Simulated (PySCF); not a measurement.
## Correlation energy of Pd³⁶⁺ (palladium, charge +36)

[Ne], closed-shell 1S. All numbers are calculated (PySCF 2.14, scalar relativity by spin-free X2C-1e, in an uncontracted even-tempered set (19 s from 14 bohr⁻², ratio 2.2; 12 p from 18 bohr⁻², ratio 2.2; 6 d from 79 bohr⁻², ratio 2.4; 5 f from 120 bohr⁻², ratio 2.4; 4 g from 180 bohr⁻², ratio 2.4)). Frozen: nothing; 10 electrons correlated; the 14 highest virtual orbitals of each spin left out.

MP2 pair energies summed by pair of shells (mhartree):

```json
{"pair": "2p-2p", "energy": "-227.32", "share (%)": "54.9"}
{"pair": "2s-2p", "energy": "-75.46", "share (%)": "18.2"}
{"pair": "1s-2p", "energy": "-45.09", "share (%)": "10.9"}
{"pair": "1s-1s", "energy": "-43.46", "share (%)": "10.5"}
{"pair": "2s-2s", "energy": "-12.60", "share (%)": "3.0"}
{"pair": "1s-2s", "energy": "-10.41", "share (%)": "2.5"}
```

Total MP2 correlation energy: -414.34 mhartree.

At this charge the one-electron X2C treatment keeps the bare 1/r₁₂, with no two-electron picture change or Breit term. That inflates the 1s pair energies well beyond their four-component values; and a scalar Hamiltonian misses the large spin-orbit splitting of the p shells, which matters for ns² → np² pairs.
